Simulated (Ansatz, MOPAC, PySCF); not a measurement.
System: CHI₂ (charge 0, doublet). SMILES: I[CH]I
Geometry: optimised at B3LYP-D3(BJ)/def2-TZVP (Ansatz, a first-principles code).

Unscaled harmonic wavenumbers (cm⁻¹) in rising order, each level at the stationary point that it reaches from this structure (no distance between atoms moves by over 0.3 Å); the order of modes can differ between levels, and a negative number is imaginary. B3LYP-D3(BJ)/def2-TZVP (PySCF, at the structure above): 128, 286, 511, 695, 1120, 3208.

PM6 (MOPAC): 115, 449, 567, 732, 993, 2709. Zero-point energy 8.0 against 8.5 kcal/mol; where all levels lie over 400 cm⁻¹, the wavenumbers are on average 0.974 times those of B3LYP-D3(BJ)/def2-TZVP.

PM7 (MOPAC): 160, 532, 561, 797, 1228, 2703. Zero-point energy 8.5 against 8.5 kcal/mol; where all levels lie over 400 cm⁻¹, the wavenumbers are on average 1.046 times those of B3LYP-D3(BJ)/def2-TZVP.

HF/3-21G (Ansatz): 130, 218, 484, 741, 1195, 3388. Zero-point energy 8.8 against 8.5 kcal/mol; where all levels lie over 400 cm⁻¹, the wavenumbers are on average 1.034 times those of B3LYP-D3(BJ)/def2-TZVP.

B3LYP/6-31G* with LANL2DZ past Ar (Ansatz): 130, 323, 505, 651, 1164, 3252. Zero-point energy 8.6 against 8.5 kcal/mol; where all levels lie over 400 cm⁻¹, the wavenumbers are on average 0.994 times those of B3LYP-D3(BJ)/def2-TZVP.
